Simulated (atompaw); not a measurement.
## Reading a pseudo-wave (molybdenum)

Columns: radius, all-electron u(r) and pseudo u(r) of the 4d shell (level -6.94 eV) of molybdenum in the configuration [Kr] 4d5 5s0.5 5p0; PBE, scalar-relativistic, PAW (atompaw) scheme, atompaw 4.2.0.5.

```csv
r (bohr),all-electron,pseudo
0.115,-0.1596,0.0004
0.231,-0.3375,0.0034
0.346,-0.2964,0.0112
0.462,-0.1202,0.0258
0.577,0.0921,0.0482
0.692,0.2901,0.0790
0.808,0.4543,0.1184
0.923,0.5769,0.1647
1.038,0.6617,0.2166
1.154,0.7146,0.2722
1.269,0.7415,0.3282
1.385,0.7491,0.3827
1.500,0.7426,0.4323
1.615,0.7264,0.4750
1.731,0.7034,0.5093
1.846,0.6762,0.5336
1.962,0.6463,0.5476
2.077,0.6153,0.5513
2.192,0.5839,0.5457
2.308,0.5525,0.5322
2.423,0.5219,0.5126
2.538,0.4921,0.4888
2.654,0.4632,0.4625
2.769,0.4357,0.4357
2.885,0.4092,0.4092
3.000,0.3842,0.3842
```

**Question.** How many radial nodes do the two functions have?

**Answer.** The all-electron 4d function has n − l − 1 = 1; the pseudo-wave has 0, since the states of the same l below it are removed with the core.

**Question.** Is the pseudo-wave norm-conserving?

**Answer.** No, it belongs to a PAW set: the norm inside the radius is not constrained, and the difference is carried by the augmentation charge.
